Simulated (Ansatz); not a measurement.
Dissociation curve of NaN, lowest singlet found (which spin is the ground state isn't settled by this scan).

Levels of theory: UKS-B3LYP = unrestricted B3LYP/aug-cc-pVDZ (Ansatz, a program for electronic structure); RKS-B3LYP = restricted B3LYP/aug-cc-pVDZ (Ansatz); UKS-BLYP = unrestricted BLYP/aug-cc-pVDZ (Ansatz); RKS-BLYP = restricted BLYP/aug-cc-pVDZ run with Ansatz; UKS-PBE = unrestricted PBE/aug-cc-pVDZ in Ansatz; RKS-PBE = restricted PBE/aug-cc-pVDZ (Ansatz).

Scanned distances (Å): 2.16, 2.26, 2.31, 2.40, 2.48, 2.58, 2.68, 2.82, 3.00, 3.18, 3.43, 3.82, 4.22, 4.63, 5.24, 5.88, 6.86.

Question: Where does the unrestricted solution first break spin symmetry (<S²> of 0.01 or more)?

Answer: UKS-B3LYP: already at 2.16 Å; UKS-BLYP: already at 2.16 Å; UKS-PBE: already at 2.16 Å.

```csv
R / Å,<S²> UKS-B3LYP,E(RKS-B3LYP) − E(UKS-B3LYP) / eV,<S²> UKS-BLYP,E(RKS-BLYP) − E(UKS-BLYP) / eV,<S²> UKS-PBE,E(RKS-PBE) − E(UKS-PBE) / eV
2.16,1.00,1.443,1.00,1.433,1.00,1.557
2.26,1.00,1.449,1.00,1.438,1.00,1.562
2.31,1.00,1.452,1.00,1.441,1.00,1.564
2.40,1.00,1.458,1.00,1.447,1.00,1.570
2.48,1.00,1.464,1.00,1.453,1.00,1.576
2.58,1.00,1.471,1.00,1.461,1.00,1.583
2.68,1.00,1.479,1.00,1.468,1.00,1.591
2.82,1.00,1.490,1.00,1.479,1.00,1.602
3.00,1.17,1.516,1.00,1.492,1.04,1.616
3.18,1.30,1.559,1.09,1.506,1.16,1.637
3.43,1.44,1.638,1.26,1.541,1.30,1.681
3.82,1.59,1.780,1.44,1.616,1.46,1.765
4.22,1.69,1.922,1.56,1.697,1.57,1.854
4.63,1.76,2.051,1.64,1.772,1.65,1.936
5.24,1.83,2.202,1.71,1.858,1.72,2.033
5.88,1.87,2.317,1.75,1.920,1.76,2.104
6.86,1.90,2.433,1.78,1.976,1.79,2.169
```
